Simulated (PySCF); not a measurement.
PySCF job for boron monoxide dimer (B2O2), SMILES O=BB=O, B3LYP/pcJ-1. Coordinates come from a ωB97X-D3(BJ)/def2-TZVP optimisation. One conformer was computed; it need not be the lowest.

```python
import numpy as np
from pyscf import gto, scf, dft
from pyscf.prop.ssc import rks as ssc

mol = gto.M(
    atom='''
    O     0.00000000    0.00000000   -2.02262667
    B     0.00000000    0.00000000   -0.82496577
    B     0.00000000    0.00000000    0.82496577
    O     0.00000000    0.00000000    2.02262667
    ''',
    basis='pcJ-1',
    charge=0,
    spin=0,
    max_memory=1600,
    verbose=3,
)
mf = dft.RKS(mol, xc='b3lyp')
mf.grids.level = 3
mf.conv_tol = 1e-10
mf.max_cycle = 100
mf.kernel()
j = ssc.SSC(mf)
j.with_fcsd = True
j.max_cycle_cphf = 80
j.conv_tol = 1e-7
e11 = j.kernel()
```

Log of the run:

```
converged SCF energy = -200.253800985249
Reduced spin-spin coupling constant K (Hz)
               #0        #1        #2        #3
        0 O    0.00000
        1 B   19.78185   0.00000
        2 B    2.92786  68.78022   0.00000
        3 O   10.02334   2.92791  19.78186   0.00000
Spin-spin coupling constant J (Hz)
               #0        #1        #2        #3
        0 O    0.00000
        1 B  -26.85972   0.00000
        2 B   -3.97544 220.97810   0.00000
        3 O    5.75170  -3.97551 -26.85973   0.00000
```

The run converged.
